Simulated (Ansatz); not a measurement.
Reaction (ligand exchange at the Hf–I bond): `[OH][Hf]([Cl])([Cl])[I]` + H–F → `[OH][Hf]([F])([Cl])[Cl]` + HI

Program: Ansatz. Geometries: PBE0-D4/def2-TZVP. ΔE: electronic, gas phase. CCSD(T)/CBS is the MP2 limit (def2-TZVPP, def2-QZVPP) plus CCSD(T) − MP2 in def2-TZVPP, frozen cores. This one scheme is used for every species. Functionals use def2-TZVPP. B3LYP here is the variant with VWN-RPA as its local correlation; programs differ in this. def2 core potentials past Kr. For Hf, I outer-core shells are correlated without core-valence functions, which leaves a few kJ/mol of doubt a bond. One conformer a species, not always the lowest.

```
             level  ΔE (kcal/mol)  difference from CCSD(T)/CBS
         r2SCAN-D4           -8.4                         -3.8
          B3LYP-D4           -8.7                         -4.1
        r2SCAN0-D4           -6.4                         -1.8
          BHLYP-D4           -6.7                         -2.1
           ωB97X-V           -9.7                         -5.1
           ωB97M-V           -8.6                         -4.0
               PBE           -9.1                         -4.5
            r2SCAN           -8.7                         -4.1
           r2SCANh           -7.9                         -3.3
             BHLYP           -9.3                         -4.7
         CAM-B3LYP          -12.2                         -7.6
       HF/def2-SVP          -11.3                         -6.7
     HF/def2-TZVPP           -8.4                         -3.8
SCS-MP2/def2-QZVPP           -4.6                          0.0
     MP2/CBS(def2)           -1.0                          3.6
    CCSD/CBS(def2)           -5.6                         -1.0
       CCSD(T)/CBS           -4.6                            0
```

Largest T1 diagnostic among the species: 0.015.

From PBE to PBE0 (25 % exact exchange), in def2-TZVPP and without D4, ΔE moves by +2.0 kcal/mol. Leaving LDA and LC-ωPBE aside and taking each functional with its dispersion term where it has one, the values, not all of them listed here, spread over 6.6 kcal/mol, from CAM-B3LYP-D4 to PBE-QIDH. LDA lies +1.4 kcal/mol from PBE without D4.
